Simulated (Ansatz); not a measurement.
| atom | x (Å) | y (Å) | z (Å) |
| --- | --- | --- | --- |
| C | 1.0222 | -0.0799 | 0.0000 |
| C | -0.0799 | 1.0222 | 0.0000 |
| C | -1.0222 | 0.0799 | 0.0000 |
| C | 0.0799 | -1.0222 | 0.0000 |
| C | 2.5322 | -0.0799 | 0.0000 |
| H | 2.8922 | 0.9501 | 0.0000 |
| H | 2.8922 | -0.5899 | 0.8900 |
| H | 2.8922 | -0.5899 | -0.8900 |
| C | -0.0799 | 2.5322 | 0.0000 |
| H | -1.1099 | 2.8922 | 0.0000 |
| H | 0.4301 | 2.8922 | 0.8900 |
| H | 0.4301 | 2.8922 | -0.8900 |
| C | -2.5322 | 0.0799 | 0.0000 |
| H | -2.8922 | -0.9501 | 0.0000 |
| H | -2.8922 | 0.5899 | 0.8900 |
| H | -2.8922 | 0.5899 | -0.8900 |
| C | 0.0799 | -2.5322 | 0.0000 |
| H | 1.1099 | -2.8922 | 0.0000 |
| H | -0.4301 | -2.8922 | 0.8900 |
| H | -0.4301 | -2.8922 | -0.8900 |

Basis set: def2-TZVP (spherical functions). Charge 0, multiplicity 1.

Computed with Ansatz (development build ahead of 0.2.0); each method stands on the lowest determinant of its kind that the runs found. Restricted functionals stand beside restricted open-shell atoms, which can lie above the unrestricted atoms usual in DFT and then raise those values.

Problem. Give the atomization energy at this shape (free ground-state atoms in the same class of orbitals less the molecule, no zero-point energy) of singlet C8H12 by ωB97X (restricted), PBE0 (unrestricted), PBE0 (restricted), RHF.

Solution.

```tsv
method	atomization energy
ωB97X (restricted)	2020.35 kcal/mol
PBE0 (unrestricted)	2024.38 kcal/mol
PBE0 (restricted)	2034.01 kcal/mol
RHF	1515.58 kcal/mol
```

Caution for PBE0 (unrestricted): the unrestricted determinant is spin contaminated. Caution for RHF: in another basis set an unrestricted determinant lies well below.

The shape needn't be a minimum at these levels.
